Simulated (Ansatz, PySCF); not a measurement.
C3H2F3, SMILES C([C](F)F)(F)=C, multiplicity 2. Atoms are numbered in the order given.

```xyz
8

C     -1.0905    -1.5640     0.0000
C      0.0027    -0.7282     0.0000
F      1.2417    -1.2477     0.0000
C     -0.0367     0.6614     0.0000
F     -1.1678     1.3349     0.0000
F      1.0281     1.4276     0.0000
H     -2.0989    -1.1532     0.0000
H     -0.9403    -2.6432     0.0000
```
Charge 0, spin multiplicity 2.

Geometry: B3LYP-D3(BJ)/def2-SVP. The isomer is the one that the SMILES or the coordinates give; other isomers of the formula were not compared. The values are those of a single conformer.

Two levels are set side by side: PBE-D3(BJ)/def2-SVP (Ansatz, an electronic-structure program) and B3LYP-D3(BJ)/def2-SVP (Ansatz). Each level has its own optimised geometry; the coordinates shown are those of the second. Frequencies come from the Hessian of PySCF at each geometry. Differences are taken from unrounded values.

```csv
quantity,B3LYP-D3(BJ),PBE-D3(BJ),PBE-D3(BJ) minus B3LYP-D3(BJ)
mean bond length (Å),1.274,1.281,0.007
bond C1–C2 (Å),1.376,1.383,0.007
bond C2–F3 (Å),1.344,1.350,0.007
bond C2–C4 (Å),1.390,1.399,0.009
bond C4–F5 (Å),1.316,1.324,0.007
bond C4–F6 (Å),1.312,1.319,0.008
bond C1–H7 (Å),1.089,1.097,0.008
bond C1–H8 (Å),1.090,1.097,0.008
highest harmonic wavenumber (cm⁻¹),3300,3241,-59
mean harmonic wavenumber (cm⁻¹),1057,1030,-27
zero-point energy (kcal/mol),27.19,26.49,-0.70
```

Exact exchange shortens and stiffens bonds; PBE has none. Differences between two approximate levels are no errors against the true value.
